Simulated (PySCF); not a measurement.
**Basis and Hamiltonian dependence of the ionisation energy of Ga**

Ga [Ar] 3d10 4s2 4p1 (2P) → Ga⁺ [Ar] 3d10 4s2 (1S). Calculated with PySCF 2.14 from differences of total energies of unrestricted determinants, without spin-orbit coupling. Values in eV.

```tsv
basis	Hamiltonian	functions	UHF	PBE	PBE0	MP2 (valence)	CCSD(T) (valence)	CCSD(T) (valence and next inner shell)
cc-pVDZ-PP with ECP10MDF	ECP	23	5.515	n/a	n/a	5.665	5.739	n/a
cc-pVDZ-DK	spin-free X2C	27	5.507	n/a	n/a	5.650	5.720	n/a
aug-cc-pVDZ-PP with ECP10MDF	ECP	32	5.521	5.918	5.946	5.673	5.753	n/a
def2-SVP	non-relativistic	32	5.550	n/a	n/a	5.683	5.753	n/a
jorge-DZP-DKH	spin-free X2C	43	5.307	n/a	n/a	5.271	5.228	n/a
ANO-RCC-VTZP	spin-free X2C	43	5.521	5.983	5.995	5.676	5.753	5.776
aug-cc-pwCVDZ-PP with ECP10MDF	ECP	48	5.525	5.925	5.951	5.688	5.775	5.789
aug-cc-pVTZ-PP with ECP10MDF	ECP	55	5.533	5.917	5.949	5.746	5.827	n/a
x2c-TZVPPall with one added diffuse shell each of s, p, d type	spin-free X2C	57	5.519	5.954	5.970	5.725	5.806	5.870
aug-cc-pVTZ-DK	spin-free X2C	59	5.522	5.979	5.993	5.731	5.813	n/a
aug-cc-pVTZ-PP with one added diffuse shell each of s, d, f type with ECP10MDF	ECP	68	5.533	5.917	5.950	5.746	5.827	n/a
aug-cc-pVQZ-PP with one added diffuse shell each of s, p, d, f, g type with ECP10MDF	ECP	114	5.535	5.928	5.958	5.768	n/a	n/a
aug-cc-pV5Z-PP with ECP10MDF	ECP	136	5.536	5.940	5.966	5.779	n/a	n/a
```

Task: Estimate the row for aug-cc-pVDZ-DK (spin-free X2C, 36 functions).

Result: From the rows with the same Hamiltonian and similar size; the calculation gives UHF 5.52; PBE 5.98; PBE0 5.99; MP2 (valence) 5.67; CCSD(T) (valence) 5.75 (eV).

Frozen in the all-electron rows: valence: [Ar] 3d10; valence and next inner shell: [Ne]; with a core potential, the same shells as far as they lie outside it.

Non-relativistic rows lack the scalar-relativistic shift.

Reference for a calculation without spin-orbit coupling: 5.931 eV (measured, between term centres; NIST).
